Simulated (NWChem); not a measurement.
# SnH₄S; SMILES [SH][SnH3]

All runs: NWChem. Coordinates come from a PBE-D3(BJ)/def2-SVP (def2 core potentials past Kr) optimisation.

Predict the results for PBE0/STO-3G, non-relativistic. Quantities: highest occupied level (eV); orbital gap (eV); dipole (D).


| Quantity | Result |
|---|---|
| highest occupied level (eV) | -3.36 |
| orbital gap (eV) | 8.12 |
| dipole (D) | 1.21 |
